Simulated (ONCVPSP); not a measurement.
**Hf (Z = 72), ONCV: configuration errors across variants**

| Quantity | Value |
| --- | --- |
| Element | hafnium |
| Generator | ONCVPSP 4.0.1 |
| Type | optimised norm-conserving Vanderbilt (ONCV) |
| Functional | LDA (Perdew-Zunger) |
| Relativity | scalar-relativistic |
| Frozen core | [Kr] 4d10 |
| Valence charge | 26 |
| Reference configuration | 4f14 5s2 5p6 5d2 6s2 |
| Partial waves | 5s+6s: rc 1.85 bohr, ncon 3, nbas 7, qcut 8.3 1/bohr, 3 projectors, debl 3 Ha; 5p: rc 1.30 bohr, ncon 4, nbas 7, qcut 5.3 1/bohr, 2 projectors, debl 0.6 Ha; 5d: rc 2.75 bohr, ncon 3, nbas 8, qcut 5.4 1/bohr, 3 projectors, debl 1.4 Ha; 4f: rc 1.20 bohr, ncon 4, nbas 9, qcut 13 1/bohr, 3 projectors, debl 1 Ha |
| Local potential | polynomial inside 1.00 bohr (lpopt 1, dvloc0 0 Ha) |
| Core correction | Teter function, fcfact 5.25, rcfact 1.25 |

In the p channel the program set the typed energies aside and used -1.312, 0.250 Ha.

All-electron excitation energies from the reference (eV): (1) 4f14 5s2 5p6 5d2 6s1 8.198; (2) 4f14 5s2 5p6 5d2 6s0 22.701; (3) 4f14 5s2 5p5 5d2 6s2 41.219.

2 further variants failed, have other tests or another functional or relativity, and are left out.

Errors AE − PS in meV (a dash: test not solved or not reliable):

| change | (1) | (2) | (3) | bound ghosts | GHOST(+) flags above zero |
| --- | --- | --- | --- | --- | --- |
| base | -2.9 | -8.9 | -65 | none | s |
| local potential polynomial inside 0.90 bohr (lpopt 4, dvloc0 0 Ha) | -2.9 | -8.9 | -65 | none | s, p |
| f: nproj 1 | -2.9 | -9.2 | -65 | none | s |
| core correction Teter function, fcfact 6.5, rcfact 1.25 | -2.9 | -8.9 | -65 | none | s |
| core correction Teter function fitted to the true core (icmod 2), fcfact 0.7 | -2.9 | -8.9 | -65 | none | s |

**Question.** Give the same row for: s: qcut 8.5; p: qcut 5.5; d: qcut 5.6; f: qcut 13.4.

**Answer.** -2.9, -8.6, -61; bound ghosts: none; GHOST(+) flags above zero: s.
